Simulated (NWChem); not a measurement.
CH$_{3}$BCl$_{2}$O; SMILES COB(Cl)Cl

```xyz
8

B     -0.0931     0.1643     0.0000
Cl    -0.3503     1.9101     0.0000
Cl     1.5687    -0.4687     0.0000
O     -1.1755    -0.6320     0.0000
C     -1.1724    -2.0541     0.0000
H     -1.7131    -2.4097     0.8999
H     -1.7131    -2.4097    -0.8999
H     -0.1427    -2.4649     0.0000
```
Atoms are numbered in this order, from 1.

Program: NWChem. All runs use the structure optimised with PBE-D3(BJ)/def2-SVP. Field at 589 nm.

For level B3LYP/aug-cc-pVDZ:

```
Quantity                          Result
--------------------------------  ------
isotropic polarisability (bohr³)    61.0
anisotropy (bohr³)                  24.2
```

What are these values for level B3LYP/def2-SVP?

The isotropic polarisability (bohr³) comes out as 44.2 and the anisotropy (bohr³) is 22.3.
